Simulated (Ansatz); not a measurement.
Basis-set extrapolation for C$_{3}$H$_{8}$BF, SMILES `CBCCF` (PBE0-D4/def2-TZVP geometry, frozen core, the Gaussian-basis code of Ansatz). Multiplicity 1, RHF reference.

|  | def2-TZVPP | def2-QZVPP |
| --- | --- | --- |
| HF | -242.476771 | -242.488014 |
| MP2 correlation | -0.872159 | -0.936002 |
| CCSD(T) correlation | -0.952779 | not run |

Energies in hartree. Use E(X) = E(∞) + A·exp(−7.88·√X) for Hartree–Fock and E(X) = E(∞) + B·X^(−2.97) for correlation, with X = 3 and 4, and add CCSD(T) minus MP2 of the smaller set to the MP2 limit.

Question: What is the CCSD(T) energy at the basis-set limit?

Answer: HF limit: -242.488014 + (-0.011243) × 0.13774 = -242.48956. MP2 limit: -0.936002 + (-0.063843) × 0.74074 = -0.98329. Higher-order term: -0.952779 − (-0.872159) = -0.08062. Total: -243.55347 hartree, 77.8 kcal/mol below CCSD(T)/def2-TZVPP.
